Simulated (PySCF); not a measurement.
# Computed records: Ge$_{2}$H$_{5}$O

All values are calculated (PySCF 2.14.0). Calculation on a computer-drawn molecule: optimised geometry and harmonic frequencies of an isolated molecule of the commonest isotopes, restricted reference for singlets and unrestricted otherwise, frozen core in MP2; on germanium a core potential holds 10 electrons, which the energies leave out, and 3d is frozen in MP2 and coupled-cluster steps.

Entry: Ge$_{2}$H$_{5}$O

Start structure:
```xyz
8
Ge2H5O
Ge     0.0878     3.0632    -0.5674
O      0.7462     1.4158    -0.2846
Ge     1.7225     0.0483    -0.3191
H      0.2249     3.6952     0.9509
H     -1.4068     2.6709    -0.7341
H      1.1137    -0.8673     0.7369
H      1.5482    -0.5155    -1.6315
H      3.1293     0.3792    -0.0473
```

* charge: 0
* multiplicity: 2
* method: HF
* basis: cc-pVDZ
* basis and core potential on germanium: cc-pVDZ-PP ECP10MDF
* rotational constants: ?
* spin squared: ?

Drawn bonds:
```tsv
atom	other atom	order
1	2	1
2	3	1
1	4	1
1	5	1
3	6	1
3	7	1
3	8	1
```

To be estimated
1. Give the missing rotational constants for Ge$_{2}$H$_{5}$O.
2. Ge$_{2}$H$_{5}$O: spin squared?

Answers
1. 31.85, 1.169, 1.15 GHz
2. 0.7546

Further results for Ge$_{2}$H$_{5}$O:

- total energy: -664.5189 hartree
- convergence status largest gradient component: 3.948e-06 hartree/bohr

Optimised structure:
```xyz
8
Ge2H5O
Ge    -0.1169     2.8160    -0.5847
O      0.2319     1.1045    -0.2898
Ge     1.6390     0.0285    -0.2849
H      0.9077     3.6787     0.1833
H     -1.5473     3.0610    -0.0791
H      1.2396    -1.2114     0.5099
H      1.9929    -0.3352    -1.7292
H      2.8190     0.7478     0.3782
```

Modes:
```tsv
frequency (cm⁻¹)	reduced mass (dalton)
34.13	1.326
65.3	1.351
108.1	7.546
448.3	6.433
668.1	1.067
697.7	1.106
727.4	1.254
771.1	1.151
886.8	1.488
930.3	1.208
951.2	1.024
956.6	1.025
1014	1.778
2141	1.018
2183	1.024
2220	1.023
2235	1.021
2262	1.014
```
